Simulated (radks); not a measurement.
Results of a calculation; reference values are marked as such.
Question: Radial electron density D(r) = 4 pi r^2 rho(r) of an atom or ion with 4 electrons. Code: a radial shooting solver on a logarithmic mesh with Libxc functionals. Model: Dirac Kohn-Sham, PBE, spin-unpolarised, spherical densities, finite nucleus; Fermi nuclear charge, rms radius of each element as measured or else 0.836 A^(1/3) + 0.57 fm.

r (bohr)  D(r) (e/bohr)
0.01251         0.06378
0.01388         0.07766
0.01541         0.09444
0.01709          0.1147
0.01897          0.1391
0.02105          0.1684
0.02335          0.2035
0.02612          0.2490
0.02899          0.2996
0.03216          0.3595
0.03569          0.4303
0.0396           0.5134
0.04394          0.6105
0.04875          0.7232
0.0541           0.8531
0.06003           1.002
0.06661           1.170
0.07391           1.360
0.08201           1.570
0.09172           1.818
0.1018            2.067
0.1129            2.331
0.1253            2.603
0.139             2.878
0.1543            3.146
0.1712            3.396
0.19              3.615
0.2108            3.791
0.2339            3.910
0.2595            3.959
0.2879            3.929
0.3195            3.814
0.3574            3.594
0.3965            3.307
0.44              2.955
0.4882            2.558
0.5417            2.140
0.6011            1.729
0.667             1.352
0.7401            1.032
0.8212           0.7835
0.9112           0.6151
1.011            0.5248
1.122            0.5039
1.245            0.5381
1.392            0.6125
1.545            0.6927
1.714            0.7628
1.902            0.8061
2.111            0.8116
2.342            0.7755
2.599            0.7010
2.884            0.5978
3.2              0.4796
3.55             0.3611
3.939            0.2546
4.371            0.1677
4.889           0.09859
5.425           0.05548
6.02            0.02858
6.679           0.01334
7.411          0.005585
8.224          0.002076
9.125         0.0006786

What is the nuclear charge?

Answer: Z = 4. The innermost maximum, from 1s, lies near gamma/Z bohr with gamma = sqrt(1 - (Z/c)^2) = 1.000, here 0.25 bohr (found: 0.264), and its height grows with Z. The density is that of neutral beryllium in [He] 2s2; the configuration itself is not fixed sharply by these data. D(r) has 2 maxima, at r = 0.264, 2.03 bohr, and minima at 1.10 bohr, inside which lie 2.06 electrons.
